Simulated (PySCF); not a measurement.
## Two-component Hartree-Fock for Os³⁺ (osmium, charge +3)

Start: [Xe] 4f14 5d4 6p1; 5d5/2 filled at m_j = -1/2, +1/2, +3/2, +5/2; 6p3/2 filled at m_j = +3/2. Calculated with PySCF 2.14 in x2c-TZVPall-2c (11s11p10d2f, 108 functions): generalised Hartree-Fock with the X2C-1e Hamiltonian and a Gaussian nucleus; spin-orbit coupling (SO) screened by Boettger's factors. This is a chosen level, not necessarily the ground level.

| spinor shell | electrons | ε, screened SO (eV) | weight of nominal j (screened SO) | rms radius, screened SO (bohr) |
| --- | --- | --- | --- | --- |
| 1s1/2 | 2 | -74291.4 | 1.000 | 0.0201 |
| 2s1/2 | 2 | -13111.7 | 1.000 | 0.0809 |
| 2p1/2 | 2 | -12532.7 | 1.000 | 0.0687 |
| 2p3/2 | 4 | -10995.8 | 1.000 | 0.0764 |
| 3s1/2 | 2 | -3143.6 | 1.000 | 0.207 |
| 3p1/2 | 2 | -2885.2 | 1.000 | 0.198 |
| 3p3/2 | 4 | -2544.7 | 1.000 | 0.214 |
| 3d3/2 | 4 | -2117.0 | 1.000 | 0.188 |
| 3d5/2 | 6 | -2043.7 | 1.000 | 0.193 |
| 4s1/2 | 2 | -726.29 | 1.000 | 0.459 |
| 4p1/2 | 2 | -616.66 | 1.000 | 0.466 |
| 4d3/2 | 4 | -355.42 | 0.999 | 0.519 |
| 4d5/2 | 6 | -339.91 | 0.999 | 0.531 |
| 5s1/2 | 2 | -143.83 | 1.000 | 1.07 |
| 4f5/2 | 6 | -109.22 | 0.976 | 0.615 |
| 5p1/2 | 2 | -107.67 | 0.922 | 1.16 |
| 4f7/2 | 8 | -106.34 | 0.988 | 0.609 |
| 5p3/2 | 4 | -93.012 | 0.974 | 1.25 |
| 5d5/2 | 4 | -47.015 | 0.554 | 1.66 |
| 6p3/2 | 1 | -26.608 | 1.000 | 3.18 |

Q: Where does 4p3/2 lie, and what is the 4p spin-orbit splitting (screened SO)?

A: At -535.74 eV, 80.929 eV above 4p1/2.

```csv
quantity,screened SO
E (hartree),-17261.39890
M_J,11/2
⟨J²⟩,35.776
⟨L²⟩,13.212
⟨S²⟩,8.257
```

Each row is a mean over spinors that exchange with the open shell spreads, by up to 8.919 eV (5p3/2).

Rows whose weight is well below 1 are mixtures of j = l ± 1/2: exchange outweighs spin-orbit coupling there, and the label is only the starting occupation.

Breit and QED terms are absent; they matter most for the inner s and p1/2 levels.

Densities and radii are taken from the X2C orbitals without a picture-change correction, which distorts them close to the nucleus.
